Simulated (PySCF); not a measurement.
CBrF3.

```xyz
5

F     -1.0784    -0.6226    -1.2766
C      0.0000     0.0000    -0.8233
F      0.0000     1.2452    -1.2766
F      1.0784    -0.6226    -1.2766
Br     0.0000     0.0000     1.1260
```

The structure is a stationary point at B3LYP-D3(BJ)/def2-SVP.

The numbers are results of HF/pcSseg-1 run with PySCF, not measurements. Non-relativistic, no solvent.

Computed absolute GIAO shielding of each atom: isotropic value and principal components (ppm):
```csv
atom,σ(iso),σ11,σ22,σ33,span
F1,243.3,181.0,196.3,352.6,171.5
C2,68.1,60.3,60.3,83.8,23.6
F3,243.3,181.0,196.3,352.6,171.5
F4,243.3,181.0,196.3,352.6,171.5
Br5,1860.2,1272.8,1272.8,3035.1,1762.2
```
